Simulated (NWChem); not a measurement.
Species: C₃H₆OSi; SMILES C1=CO[SiH2]C1

```xyz
11

C     -0.4237     1.4536     0.0000
C      0.8970     1.1594     0.0000
O      1.3084    -0.1517     0.0000
Si    -0.0974    -1.1606     0.0000
C     -1.3648     0.2627     0.0000
H     -0.7855     2.4923     0.0000
H      1.7225     1.8891     0.0000
H     -0.0881    -2.0289     1.2251
H     -0.0881    -2.0289    -1.2251
H     -2.0302     0.2457    -0.8909
H     -2.0302     0.2457     0.8909
```
Atoms are numbered in this order, from 1.

Computed with NWChem. Geometry: optimised at PBE-D3(BJ)/def2-SVP. Vzz is the largest principal value of the second derivative of the potential at the nucleus (NWChem prints the opposite sign); η is the asymmetry. Non-relativistic.

**Question.** Predict the results for Hartree-Fock/def2-TZVP. Quantities: Vzz O3 (a.u.); η O3.

**Answer.** 
| Property | Value |
|---|---|
| Vzz O3 (a.u.) | 1.568 |
| η O3 | 0.41 |
